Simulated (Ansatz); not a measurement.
`[Cl][Sn][Cl]` + `C=C[Si](O)(Cl)O[SiH3]` → `[SiH3][O][Sn][Cl]` + `C=C[Si](O)(Cl)Cl`  (redistribution)

Computed with Ansatz on PBE0-D4/def2-TZVP structures; ΔE is electronic, products minus reactants. CCSD(T)/CBS adds triple-zeta CCSD(T) − MP2 to the extrapolated MP2 energy (def2 sets, frozen cores). Functionals use def2-TZVPP. B3LYP here is the variant with VWN-RPA as its local correlation; programs differ in this. def2 core potentials past Kr. For Sn outer-core shells are correlated without core-valence functions, which leaves a few kJ/mol of doubt a bond. Each species was taken in one conformer, which may not be the lowest.

```
             level  ΔE (kJ/mol)  difference from CCSD(T)/CBS
            PBE-D4         63.8                         -4.3
         r2SCAN-D4         70.2                          2.1
          B3LYP-D4         74.5                          6.4
           ωB97M-V         69.9                          1.8
            B2PLYP         70.6                          2.5
               PBE         64.1                         -4.0
            r2SCAN         69.7                          1.6
              PBE0         70.8                          2.7
    MP2/def2-TZVPP         63.9                         -4.2
SCS-MP2/def2-TZVPP         66.5                         -1.6
   CCSD/def2-TZVPP         71.9                          3.8
CCSD(T)/def2-TZVPP         68.1                          0.0
    MP2/def2-QZVPP         64.3                         -3.8
SCS-MP2/def2-QZVPP         67.0                         -1.1
      HF/CBS(def2)         90.9                         22.8
    CCSD/CBS(def2)         71.9                          3.8
       CCSD(T)/CBS         68.1                            0
```

Largest T1 diagnostic among the species: 0.015.

From PBE to PBE0 (25 % exact exchange), in def2-TZVPP and without D4, ΔE moves by +6.7 kJ/mol. In def2-TZVPP, CCSD(T) changes the Hartree–Fock value by −21.6 kJ/mol (the triples alone add −3.8 kJ/mol) and MP2 by −25.8 kJ/mol.
